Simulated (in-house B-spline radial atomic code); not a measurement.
## RPA and G0W0 on CAM-B3LYP: the lead ion Pb³⁺

Configuration [Xe] 4f14 5d10 6s1, highest spin, mean-field start CAM-B3LYP. Computed with a B-spline radial code for spherical atoms: all electrons, scalar-relativistic (spin-free one-electron X2C), finite nucleus, each spin shell either full or empty, empty states to l = 9 with an (l + 1/2)⁻⁴ tail; G0W0 by contour deformation at full frequency.

Without the two-electron picture change, the correlation of inner shells comes somewhat too large for so heavy an element.

RPA overbinds a lone outer s electron by self-correlation, and G0W0 tends to as well.

Command:
```bash
python run_gw.py task.json out
```
Settings (radii: box in bohr, nucleus in fm):
```
Z                        82
electrons                79
configuration            [Xe] 4f14 5d10 6s1
hamiltonian              x2c
method                   camb3lyp
lmax                     9
rms_radius               5.5012
spin_polarised           True
box_radius               14.14
intervals                68
ion_configuration        [Xe] 4f14 5d10
```

Time taken, with all properties: 27 s on 1 thread of Arm Neoverse N1 (shared host).

Energies (hartree):

| term | value |
| --- | --- |
| mean-field total | -20885.37878 |
| Hartree-Fock functional on these orbitals | -20878.28019 |
| direct second order | -7.957 |
| second-order exchange | 1.9722 |
| SOSEX correction | 1.8644 |

Q: What is the RPA correlation energy, and what remains with SOSEX?

A: RPA gives -7.0394 hartree (-2.42 eV per electron); RPA + SOSEX gives -5.175, and the second-order doubles -5.9848 hartree (no singles). RPA lacks exchange-type terms and so overcorrelates at short range.

Quasi-particle levels (eV):

| level | occupied | mean field | Σx - vxc | Σc | QP weight | G0W0 |
| --- | --- | --- | --- | --- | --- | --- |
| 6s up | yes | -40.39 | -0.66 | ? | ? | ? |
| 5d down | yes | -52.92 | -4.52 | -0.14 | 0.947 | -57.58 |
| 5d up | yes | -53.26 | -4.70 | 0.07 | 0.891 | -57.89 |
| 6s down | no | -34.18 | 4.67 | -2.69 | 0.962 | -32.20 |

G0W0 = mean field + (Σx - vxc) + Σc, with Σc (partial-wave tail included) taken at the quasi-particle energy. Only the outer levels were computed. Levels of low weight are left out.

Q: Where does G0W0 put 6s up?

A: At -43.03 eV, with Σc = -1.97 eV and a quasi-particle weight of 0.968. The tabulated removal energy is 42.333 eV (NIST, measured); the calculation leaves out spin-orbit coupling, Breit and QED terms, and what these don't explain is the method's own error.

Q: What does it cost to remove one electron (to [Xe] 4f14 5d10) by differences of total energies, each species on its own start (correlation terms add to the Hartree-Fock functional)?

A: CAM-B3LYP 42.75 eV, Hartree-Fock functional 40.56 eV, + RPA 42.70 eV, + RPA + SOSEX 42.09 eV, + second order 43.16 eV. Tabulated: 42.333 eV (NIST, measured); the calculation leaves out spin-orbit coupling, Breit and QED terms, and what these don't explain is the method's own error.
